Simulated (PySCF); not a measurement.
C2H7O, SMILES CC[OH2+], charge +1. Atoms are numbered in the order given.

```xyz
10

C     -0.3040    -1.2621     0.0000
C      0.6221    -0.0894     0.0000
O     -0.1738     1.2565     0.0000
H      0.3197    -2.1607     0.0000
H     -0.9270    -1.3001    -0.8944
H     -0.9270    -1.3001     0.8944
H      1.2304     0.0243     0.8925
H      1.2304     0.0243    -0.8925
H     -0.7223     1.3851    -0.7968
H     -0.7223     1.3851     0.7968
```
Charge +1, spin multiplicity 1.

The structure is a stationary point at B3LYP-D3(BJ)/def2-TZVP. The isomer is the one that the SMILES or the coordinates give; other isomers of the formula were not compared.

Two levels are set side by side: PBE/pcSseg-1 (PySCF) and HF/pcSseg-1 (PySCF). GIAO shifts against H2O (¹⁷O), TMS (¹H), TMS (¹³C) at the same level; non-relativistic, no solvent, atoms listed together averaged. Differences are taken from unrounded values.

| quantity | PBE |
|---|---|
| δ(¹³C) of C1 (ppm) | 19.5 |
| δ(¹³C) of C2 (ppm) | 107.6 |
| δ(¹⁷O) of O3 (ppm) | 76.0 |
| δ(¹H) of H7, H8 (ppm) | 5.88 |
| δ(¹H) of H9, H10 (ppm) | 5.12 |

### Question
These are the PBE values. What does HF give? (Estimate from the structure and the level; the computed values follow.)

### Answer

```
quantity                  HF  PBE minus HF
----------------------  ----  ------------
δ(¹³C) of C1 (ppm)      17.2           2.3
δ(¹³C) of C2 (ppm)      99.3           8.3
δ(¹⁷O) of O3 (ppm)      43.2          32.8
δ(¹H) of H7, H8 (ppm)   5.91         -0.04
δ(¹H) of H9, H10 (ppm)  5.93         -0.81
```

Rough cost on one machine, each run with all the roots and properties that it gave: HF against PBE within a factor of 2.
